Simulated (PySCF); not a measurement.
A calculated (M06, PySCF 2.14, aug-cc-pV(Q+d)Z, the non-relativistic Hamiltonian (point nucleus)) atom or ion has these occupied shells.

```tsv
shell	electrons	orbital energy (eV)	rms radius, mean of both spins (bohr)
1s β	1	-2129.6	0.120
1s α	1	-2129.5	0.120
2s α	1	-207.47	0.566
2s β	1	-207.39	0.566
2p α	3	-156.45	0.542
2p β	3	-156.21	0.542
3s β	1	-35.106	1.85
3p α	2	-26.322	2.10
```

Task: Name the element and its charge.

Result: P²⁺ (phosphorus, charge +2), in [Ne] 3s1 3p2, 3s spin antiparallel (an excited configuration).
